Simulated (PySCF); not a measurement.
Worked example: entropy of an ideal gas

BeH3NO, SMILES [NH2][Be][OH].

Geometry optimised at PBE0-D3(BJ)/def2-TZVP. One conformer was computed; it need not be the lowest.

PBE0-D3(BJ)/def2-TZVP (PySCF) gives the harmonic wavenumbers 257, 290, 296, 310, 606, 700, 713, 1476, 1577, 3628, 3711, 4000 cm⁻¹ and the rotational temperatures 12.7382, 0.3111, 0.3078 K. The molar mass is 42.04 g/mol, the symmetry number 1, the spin multiplicity 1.

### Question
Work out the entropy at 298.15 K and 1 atm in the rigid-rotor, harmonic-oscillator model.

### Answer

Translation (Sackur–Tetrode at 1 atm): S = R[1.5 ln M + 2.5 ln T − 1.16487] = 155.4 J/(mol K).
Rotation: q = (√π/σ) T^1.5/√(θA θB θC) = 8260, S = R[ln q + 3/2] = 87.5 J/(mol K).
Vibration: with u = 1.4388 ν/T, each mode gives R[u/(e^u − 1) − ln(1 − e^−u)]:
```tsv
ν (cm⁻¹)	modes	u	S (J/(mol K))
257	1	1.24	7.04
290	1	1.40	6.17
296	1	1.43	6.02
310	1	1.50	5.70
606	1	2.92	1.84
700	1	3.38	1.28
713	1	3.44	1.22
1476	1	7.12	0.05
1577	1	7.61	0.04
```
The stiffer modes add less than 0.005 each. Sum 29.4 J/(mol K).
Spin: R ln 1 = 0.0 J/(mol K).
Total 272.2 J/(mol K); the program's own thermochemistry gives 272.2. Translation makes up 57 % and vibration 11 %. Anharmonicity, hindered rotation and orbital degeneracy are left out.
